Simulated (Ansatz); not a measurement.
F2H2N2W, SMILES `[NH]=[W](=[NH])([F])[F]`. Total charge 0; spin multiplicity 1. W takes the def2 core potential. The structure was optimised at the PBE0-D4/def2-TZVP level. It is one conformer, not always the lowest.

```xyz
7

N    -0.652   -1.344   -0.137
W     0.229    0.024    0.476
N     0.248    1.302   -0.703
F    -0.663    0.652    1.992
F     1.994   -0.513    0.771
H    -1.190   -1.861   -0.815
H     0.035    1.740   -1.585
```

Task: What is the dipole moment at PBE/def2-TZVPP? (An estimate is asked.)

Result: The calculation gave: 2.17 D, with components (-0.94, -0.10, -1.95) D in this frame, pointing from negative to positive charge.

Task: And with r2SCAN, B3LYP, ωB97M-V? (An estimate is asked.)

Result: Ansatz gave: r2SCAN 2.21 D, B3LYP 2.30 D, ωB97M-V 2.28 D.

Task: Give the Mulliken charges with PBE, B3LYP, ωB97M-V in def2-TZVPP. (An estimate is asked.)

Result: Ansatz gave: 
```json
{"atom": "N1", "PBE": "-0.40", "B3LYP": "-0.44", "ωB97M-V": "-0.42"}
{"atom": "W2", "PBE": "0.99", "B3LYP": "1.19", "ωB97M-V": "1.19"}
{"atom": "N3", "PBE": "-0.40", "B3LYP": "-0.44", "ωB97M-V": "-0.42"}
{"atom": "F4", "PBE": "-0.28", "B3LYP": "-0.34", "ωB97M-V": "-0.33"}
{"atom": "F5", "PBE": "-0.28", "B3LYP": "-0.34", "ωB97M-V": "-0.33"}
{"atom": "H6", "PBE": "0.19", "B3LYP": "0.18", "ωB97M-V": "0.15"}
{"atom": "H7", "PBE": "0.19", "B3LYP": "0.18", "ωB97M-V": "0.15"}
```

B3LYP here is the variant with VWN-RPA as its local correlation; programs differ in this.
